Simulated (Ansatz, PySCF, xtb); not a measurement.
Pulling on the Sn1–H2 bond in CH4OSn (SMILES C[O][SnH]) (multiplicity 1 held, fragments rigid). Energies count from the point at 1.803 Å.
Geometry at that point (charge 0, multiplicity 1):
```xyz
7

Sn    -0.256    -0.354     0.480
H     -1.295    -0.777    -0.932
O      0.883     0.892    -0.566
C      0.786     1.227    -1.935
H      0.629     2.305    -2.040
H      1.720     0.970    -2.444
H     -0.038     0.704    -2.433
```

Restricted levels (R-, RO-) in cc, def2 and unpolarised 6-31G sets keep to the state of the molecule at rest. U- levels take the lowest unrestricted solution at each point, which mixes spins at long bonds. Active spaces are followed from a long bond inwards. Curves can end on different states.

Frozen-core correlation. Filled d and f shells under p-block atoms count as core. Rows in LANL2DZ carry no dispersion term and start afresh at each structure. LANL2DZ brings its own core potentials from Na on.

The values were computed with Ansatz (Gaussian basis) for Hartree–Fock, density functionals and correlated methods; PySCF for LANL2DZ rows; xtb for the GFN methods.  In def2 rows elements past Kr take small-core potentials, without spin–orbit coupling. The GFN methods have no spin term and hold the electronic entropy of 300 K.

Energies in kcal/mol.

| R (Å) | GFN2-xTB | U-HF/LANL2DZ | R-HF/def2-TZVPP | R-wB97X-V/def2-TZVPP | FIC-MRCISD+Q on CASSCF(2,2)/def2-TZVPP |
|---|---|---|---|---|---|
| 1.443 | 25.2 | 22.9 | 24.0 | 23.4 | 25.5 |
| 1.623 | 5.4 | 3.8 | 3.9 | 3.9 | 4.7 |
| 1.803 | 0.0 | 0.0 | 0.0 | 0.0 | 0.0 |
| 1.984 | 0.3 | 4.2 | 4.2 | 3.8 | 3.2 |
| 2.164 | 3.2 | 12.5 | 12.3 | 11.3 | 10.0 |
| 2.435 | 10.7 | 27.0 | 26.9 | 25.2 | 22.3 |
| 2.705 | (withheld) | 35.7 | 41.8 | 39.3 | 34.3 |
| 3.156 | 33.4 | 42.0 | 64.0 | 60.7 | 50.0 |
| 3.607 | 48.7 | 44.1 | 82.3 | 78.2 | 59.3 |
| 4.148 | 68.0 | 44.9 | 99.5 | 94.8 | 64.1 |
| 4.869 | 87.3 | 45.2 | 116.3 | 110.8 | 65.9 |
| 5.771 | (withheld) | 45.3 | 130.1 | 123.8 | 66.2 |

Q: Complete the blanks.

A: 
- 2.705, GFN2-xTB: 19.3
- 5.771, GFN2-xTB: 91.8

Doubts at one or more of the structures used: a spin-contaminated determinant (U-HF/LANL2DZ); a restricted determinant that unrestricted orbitals would lower (R-HF/def2-TZVPP, R-wB97X-V/def2-TZVPP).

Ansatz is an electronic-structure program.
